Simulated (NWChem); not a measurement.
System: CHCl, singlet; SMILES [CH]Cl

Excerpt of the output:

```
             Northwest Computational Chemistry Package (NWChem) 7.3.0
             --------------------------------------------------------

 CS  symmetry detected

                             Geometry "geometry" -> ""
                             -------------------------

 Output coordinates in angstroms (scale by  1.889725989 to convert to a.u.)

  No.       Tag          Charge          X              Y              Z
 ---- ---------------- ---------- -------------- -------------- --------------
    1 C                    6.0000     0.11853358     1.20059336     0.00000000
    2 Cl                  17.0000     0.01594030    -0.51070961     0.00000000
    3 H                    1.0000    -0.98218655     1.47850317     0.00000000

 Effective nuclear repulsion energy (a.u.)      38.3232572537

      Symmetry information
      --------------------

 Group name             Cs
 Group number              2
 Group order               2
 No. of unique centers     3

                                 NWChem DFT Module
                                 -----------------

 Summary of "ao basis" -> "ao basis" (spherical)
 ------------------------------------------------------------------------------
       Tag                 Description            Shells   Functions and Types
 ---------------- ------------------------------  ------  ---------------------
 C                           sto-3g                  3        5   2s1p
 Cl                          sto-3g                  5        9   3s2p
 H                           sto-3g                  1        1   1s

      Symmetry analysis of basis
      --------------------------

        a'         12
        a"          3

            General Information
            -------------------
          SCF calculation type: DFT
          Wavefunction type:  closed shell.
          No. of atoms     :     3
          No. of electrons :    24
           Alpha electrons :    12
            Beta electrons :    12
          Charge           :     0
          Spin multiplicity:     1
          Use of symmetry is: on ; symmetry adaption is: on
          Maximum number of iterations: 150
          AO basis - number of functions:    15
                     number of shells:     9
          Convergence on energy requested:  1.00D-06
          Convergence on density requested:  1.00D-05
          Convergence on gradient requested:  5.00D-04

              XC Information
              --------------
                         B3LYP Method XC Potential
                     Hartree-Fock (Exact) Exchange  0.200
                        Slater Exchange Functional  0.800 local
                    Becke 1988 Exchange Functional  0.720 non-local
              Lee-Yang-Parr Correlation Functional  0.810
                  VWN I RPA Correlation Functional  0.190 local

             Grid Information
             ----------------
          Grid used for XC integration:  medium
          Radial quadrature: Mura-Knowles
          Angular quadrature: Lebedev.
          Tag              B.-S. Rad. Rad. Pts. Rad. Cut. Ang. Pts.
          ---              ---------- --------- --------- ---------
          C                   0.70       49           6.0       434
          Cl                  1.00       88           7.0       590
          H                   0.35       45           7.0       434
          Grid pruning is: on
          Number of quadrature shells:   182
          Spatial weights used:  Erf1

      Superposition of Atomic Density Guess
      -------------------------------------

 Sum of atomic energies:        -492.19638025

      Non-variational initial energy
      ------------------------------

 Total energy =    -492.146662
 1-e energy   =    -757.114568
 2-e energy   =     226.644649
 HOMO         =      -0.094895
 LUMO         =       0.105250

      Symmetry analysis of molecular orbitals - initial
      -------------------------------------------------

  Numbering of irreducible representations:

     1 a'          2 a"

  Orbital symmetries:

     1 a'          2 a'          3 a'          4 a'          5 a'
     6 a"          7 a'          8 a'          9 a'         10 a"
    11 a'         12 a'         13 a"         14 a'         15 a'

     ---------------------------------------------
      Total Density - Mulliken Population Analysis
     ---------------------------------------------

    Atom       Charge   Shell Charges
 -----------   ------   -------------------------------------------------------
    1 C    6     5.60   2.00  1.76  1.84
    2 Cl  17    17.36   2.00  2.00  5.99  1.94  5.44
    3 H    1     1.04   1.04

   convergence    iter        energy       DeltaE   RMS-Dens  Diis-err
 ---------------- ----- ----------------- --------- --------- ---------
 d= 0,ls=0.0,diis     1   -493.1975278847 -5.32D+02  1.02D-01  2.16D-01
 d= 0,ls=0.0,diis     2   -493.0821095836  1.15D-01  6.42D-02  8.81D-01
 d= 0,ls=0.0,diis     3   -493.2452336708 -1.63D-01  3.73D-03  3.78D-04
 d= 0,ls=0.0,diis     4   -493.2453370904 -1.03D-04  9.29D-04  4.86D-05
 d= 0,ls=0.0,diis     5   -493.2453534091 -1.63D-05  7.23D-05  2.10D-07
 d= 0,ls=0.0,diis     6   -493.2453534765 -6.74D-08  5.31D-06  1.06D-09

         Total DFT energy =     -493.245353476510
      One electron energy =     -756.198263870628
           Coulomb energy =      258.536309734307
    Exchange-Corr. energy =      -33.906656593886
 Nuclear repulsion energy =       38.323257253697

 Numeric. integr. density =       23.999999917832

[...]

                         DFT ENERGY GRADIENTS

    atom               coordinates                        gradient
                 x          y          z           x          y          z
   1 C       0.223996   2.268792   0.000000   -0.021088  -0.066229   0.000000
   2 Cl      0.030123  -0.965101   0.000000    0.005514   0.067916   0.000000
   3 H      -1.856063   2.793966   0.000000    0.015575  -0.001687   0.000000
```

Level: B3LYP/STO-3G. Low-valent species are run as closed-shell singlets; no triplet was tried in these runs. Geometry: optimised at PBE-D3(BJ)/def2-SVP.

Problem. Write an input that gives this output.

Solution. This is not unique; one that fits is the input that was run:
```
start job
memory heap 200 mb stack 900 mb global 1100 mb
geometry units angstroms noautoz
  C      0.161105     1.194884     0.000000
  Cl    -0.017084    -0.510206     0.000000
  H     -0.926245     1.521210     0.000000
end
basis spherical
  * library sto-3g
end
dft
  xc b3lyp
  iterations 150
  mulliken
end
task dft gradient
```
